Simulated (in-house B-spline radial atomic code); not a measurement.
A run on neutral cobalt that did not converge. Method: non-relativistic HSE06, spin-polarised, spherical fractional occupations, point nucleus; computed with an all-electron radial atomic-structure program (B-spline basis).

Command:
```bash
python run_scf.py task.json out
```
Settings:
```
Z                27
configuration    [Ar] 3d7 4s1.875 4f0.125
hamiltonian      nr
method           hse06
spin_polarised   True
```

First and last ten iterations of the last attempt (damped for 15 steps, keeping 80 % of the old Fock matrix, then DIIS):
```
 iter        energy (Eh)    residual
    1       -1379.524224    3.64e-01
    2       -1378.613698    3.74e-01
    3       -1380.819824    2.21e-01
    4       -1381.816831    1.21e-01
    5       -1382.204665    6.26e-02
    6       -1382.332043    2.97e-02
    7       -1382.367724    1.31e-02
    8       -1382.376661    8.98e-03
    9       -1382.378835    6.42e-03
   10       -1382.379415    4.81e-03
  111       -1382.379866    5.16e-06
  112       -1382.379866    4.39e-06
  113       -1382.379867    7.60e-06
  114       -1382.379867    7.83e-06
  115       -1382.379866    4.05e-06
  116       -1382.379866    5.49e-06
  117       -1382.379866    3.42e-06
  118       -1382.379866    2.69e-06
  119       -1382.379866    2.49e-06
  120       -1382.379866    3.00e-06
 not converged after 120 iterations
```

The smallest residual met was 1.7e-06; the threshold is about 3e-07. Over the last five steps the energy moves by less than 1e-06 hartree, but the orbitals didn't meet the threshold. Time taken, with all properties: 8.5 s on 1 thread of Intel(R) Xeon(R) 6975P-C, on a shared host.
